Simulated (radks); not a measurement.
Q: Ni1.4+, 26.6 electrons, occupied as [Ne] 3s(up 1, down 0.6) 3p6 3d9 (fractional occupations, a model configuration). Method: scalar-relativistic Kohn-Sham, LDA (Slater exchange, Perdew-Wang correlation), spin-polarised, spherical densities, finite nucleus; open shells are filled with parallel spins first; Fermi nuclear charge, rms radius 3.7757 fm; computed with a radial shooting solver on a logarithmic mesh with Libxc functionals. Some entries of the table are withheld. Estimate them.

orbital,occ.,eigenvalue (hartree),<r^2> (bohr^2),<r> (bohr)
1s up,1,-301.5962,0.003947,0.05417
1s down,1,-301.5850,0.003947,0.05417
2s up,1,-36.37588,0.07110,0.2454
2s down,1,-36.34434,0.07104,0.2453
2p up,3,-31.39455,0.05702,0.2155
2p down,3,-31.36823,0.05696,0.2154
3s up,1,(1),0.6384,(2)
3s down,0.6,(3),0.6414,(4)
3p up,3,-3.01812,0.7229,0.7817
3p down,3,-2.95798,0.7286,0.7845
3d up,5,(5),1.346,1.005
3d down,4,(6),1.428,1.031

A: 
(1) 3s up eigenvalue (hartree): -4.45803
(2) 3s up <r> (bohr): 0.7429
(3) 3s down eigenvalue (hartree): -4.39519
(4) 3s down <r> (bohr): 0.7445
(5) 3d up eigenvalue (hartree): -0.73704
(6) 3d down eigenvalue (hartree): -0.68727
